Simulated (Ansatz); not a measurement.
The same molecule with X = C, Si, Sn. Ansatz, PBE0-D4/def2-TZVP geometries, multiplicity 1.

Elements past krypton have def2 core potentials.

```
 X         molecule  mean X–B bond length / Å  mean X–H bond length / Å  HOMO energy (PBE0/def2-TZVPP) / eV  LUMO energy (PBE0/def2-TZVPP) / eV  HOMO–LUMO gap (PBE0/def2-TZVPP) / eV
Si    `FB(F)[SiH3]`                     2.035                     1.486                               -9.13                               -1.16                                  7.97
Sn  `F[B](F)[SnH3]`                     2.266                     1.705                               -8.61                               -1.13                                  7.47
```

Question: Give the row for X = C, `CB(F)F`. (Estimate.)

Answer: Ansatz gave: 
```tsv
X	molecule	mean X–B bond length / Å	mean X–H bond length / Å	HOMO energy (PBE0/def2-TZVPP) / eV	LUMO energy (PBE0/def2-TZVPP) / eV	HOMO–LUMO gap (PBE0/def2-TZVPP) / eV
C	`CB(F)F`	1.555	1.092	-10.26	0.37	10.64
```

From C to Sn the mean X–B bond length rises at each step, by 0.711 Å in all; the mean X–H bond length rises at each step, by 0.613 Å in all; the HOMO energy (PBE0/def2-TZVPP) rises at each step, by 1.65 eV in all; the LUMO energy (PBE0/def2-TZVPP) isn't monotonic: highest at C, lowest at Si; the HOMO–LUMO gap (PBE0/def2-TZVPP) falls at each step, by 3.17 eV in all. Bonds lengthen as the atom grows down the group.
